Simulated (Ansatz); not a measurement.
`P[TeH]` + `[OH][AlH2]` → `[AlH2][O]P` + H₂Te at 298.15 K and 1 bar (ligand exchange at a P–Te bond).

Gas-phase electronic energies from Ansatz, PBE0-D4/def2-TZVP geometries. CCSD(T)/CBS adds triple-zeta CCSD(T) − MP2 to the extrapolated MP2 energy (def2 sets, frozen cores). This one scheme is used for every species. def2 core potentials past Kr. For Te outer-core shells are correlated without core-valence functions, which leaves a few kJ/mol of doubt a bond. Each species was taken in one conformer, which may not be the lowest.

| species | CCSD(T)/CBS energy (Eh) | H − E (kJ/mol) | S (J/(mol·K)) |
| --- | --- | --- | --- |
| `P[TeH]` | -610.46278 | 77.5 | 290.3 |
| `[OH][AlH2]` | -319.03157 | 82.3 | 252.8 |
| `[AlH2][O]P` | -660.56673 | 110.4 | 320.0 |
| H₂Te | -268.91024 | 41.3 | 228.4 |

H − E and S are ideal-gas, rigid-rotor, harmonic terms from PBE0-D4/def2-TZVP, for one conformer and one mirror image of each species. 1 Eh = 2625.50 kJ/mol, R = 8.31446 J/(mol·K).

Problem. By hand: ΔE, ΔH, ΔS and ΔG.

Solution. ΔE = (-660.56673) + (-268.91024) − (-610.46278) − (-319.03157) = 0.01738 Eh = 45.6 kJ/mol. Δ(H − E) = 110.4 + 41.3 − 77.5 − 82.3 = -8.1, so ΔH = 37.5 kJ/mol. ΔS = 320.0 + 228.4 − 290.3 − 252.8 = 5.3 J/(mol·K). ΔG = 37.5 − 298.15 × (5.3)/1000 = 35.9 kJ/mol.

Problem. By hand: the equilibrium constant, and the temperature at which ΔG would vanish if ΔH and ΔS stayed fixed.

Solution. log₁₀ K = −ΔG/(RT ln 10) = -6.3. ΔG = 0 at ΔH/ΔS = 7075 K, far beyond where these terms or the molecules hold.

The number of gas molecules stays the same, so ΔS is small and ΔH decides. A doubt of 5 kJ/mol in ΔE shifts log₁₀ K by 0.9 here. Other conformers and mirror images would add mixing entropy, several J/(mol·K) or more a flexible species. Modes under 60 cm⁻¹, often nearly free rotors, make the harmonic entropy too high. These are equilibria of isolated gas molecules and say nothing of rates. Largest T1 diagnostic: 0.014 (customary marks: 0.02 for closed shells, 0.045 for open ones).
